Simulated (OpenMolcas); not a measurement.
## C2+: CASPT2 settings compared

- Program: OpenMolcas 26.06
- Basis: ANO-RCC-VTZP [4s3p2d1f]
- Scalar Hamiltonian: DKH3, point nucleus
- Active space: 2 electrons in 8 orbitals (2s 2p 3s 3p)
- State averaging: 2S+1 = 3 even, 3 roots; 2S+1 = 1 even, 7 roots; 2S+1 = 3 odd, 3 roots; 2S+1 = 1 odd, 3 roots
- Spin-orbit coupling: RASSI with atomic mean-field integrals over the reference wave functions, term energies averaged over their components

Methods on the same reference wave functions:
A. CASSCF
B. SS-CASPT2, IPEA 0.15 Eh, imaginary shift 0.4 Eh (closed shells correlated: 1s)
C. SS-CASPT2, IPEA 0.3 Eh, sigma2 regulariser 0.5 Eh (closed shells correlated: none)
D. MS-CASPT2, IPEA 0.3 Eh, sigma2 regulariser 0.5 Eh (closed shells correlated: none)
E. XMS-CASPT2, IPEA 0.4 Eh, real shift 0.25 Eh (closed shells correlated: 1s)

Energies in cm-1 above 2s2 1S0, the measured ground level; measured values from Moore, Selected Tables of Atomic Spectra, NSRDS-NBS 3, section 3.

```tsv
Level	A	B	C	D	E	Measured
2s2 1S0	0.0	0.0	0.0	0.0	0.0	0.0
2s 2p 3P* 0	52897	52310	52470	52480	52460	52367
2s 2p 3P* 1	52924	52330	52490	52510	52490	52391
2s 2p 3P* 2	52977	52390	52550	52560	52540	52447
2s 2p 1P* 1	112197	104270	104900	104910	104000	102352
2p2 3P0	138837	137610	138330	138340	137780	137426
2p2 3P1	138864	137640	138350	138370	137810	137454
2p2 3P2	138916	137690	138400	138420	137860	137502
2p2 1D2	155284	147390	147980	148000	146060	145876
2p2 1S0	191043	183910	184470	184490	184400	182520
```

Deviations, from unrounded energies. A percentage is the sum of absolute deviations over the sum of measured energies, with the sign that they share, or ± where signs differ.

```
           Against measurement  Levels     A     B     C     D     E
mean absolute deviation (cm-1)       9  3700   620  1100  1100   560
      other configurations (%)       9  +3.4  ±0.6  +1.0  +1.0  +0.5
```

E lies closest to measurement on these levels and A furthest from it. The largest miss of E in the table is 2p2 1S0, by +1900 cm-1. The ranking rests on the paired levels alone, and a cruder setting can come out closer through cancelling errors.

Among B to E the level of the table that moves most is 2p2 1D2, by 1900 cm-1 (lowest in E, highest in D). Moves below CASPT2's spread within the term are not significant.

The lowest spin-free term lies below A's lowest term by 0.008 hartree in B, 0.003 hartree in C, 0.003 hartree in D, 0.009 hartree in E.

Term energies are means over components that CASPT2 splits; among the terms shown or strongly mixed into the levels shown the widest spread is 18 cm-1 (2p2 1D, E). Active for correlation alone: 3p 3s; no level in the range computed is led by a configuration that fills them, so any true level of that kind is missing. Measured partners are found by configuration, term and J. A level has none where our copy of the source lacks it or the pairing is in doubt (some pairs that miss far off the trend of their configuration count as doubtful), and it then counts in no deviation. Levels of configurations outside the active space are missing.

* marks odd parity.
